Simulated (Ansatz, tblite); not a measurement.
Forces on Cu₃O₄ at its PBE-D4/def2-SVP geometry. The state is a doublet with charge 0.

The xTB rows come from tblite. The structure holds 1 bond(s) between oxygen atoms. At PBE-D4/def2-TZVP the charge 0 doublet is spin-contaminated (final ⟨S²⟩ up to 1.40, 0.75 for a pure state). No other spin state of charge 0 was run. The geometry of the doublet was relaxed on an unsound state (⟨S²⟩ 1.34, where a pure state has 0.75). The structure comes from a short search, and lower isomers may exist.

GFN1-xTB (tblite), largest force 2.80 eV/Å:

```xyz
7
positions Å, forces eV/Å
Cu    0.355    1.244    0.227   -0.247   -0.797   -0.029
Cu   -0.490   -0.623    1.704    0.276    0.351   -0.959
Cu   -0.198   -1.046   -0.769    0.089    0.596    0.577
O     0.395    0.083   -2.140   -0.854   -2.669    0.056
O     0.686    1.289   -1.616    0.249    1.901    2.044
O    -0.749   -2.026    0.622    0.394    0.930   -0.574
O     0.002    1.078    1.972    0.092   -0.313   -1.115
```

GFN2-xTB (tblite), largest force 1.47 eV/Å:

```
Cu 0.066 -0.099 -0.565
Cu 0.024 0.031 -0.085
Cu 0.193 0.428 -0.335
O -0.465 -1.030 0.805
O -0.158 0.240 1.358
O 0.454 1.393 -0.077
O -0.115 -0.962 -1.102
```

PBE-D4/def2-TZVP (Ansatz), largest force 0.50 eV/Å:

```
Cu 0.052 0.173 0.016
Cu -0.011 -0.015 0.040
Cu -0.023 -0.135 -0.118
O -0.146 -0.476 -0.031
O 0.058 0.365 0.335
O 0.117 0.383 0.027
O -0.047 -0.295 -0.269
```
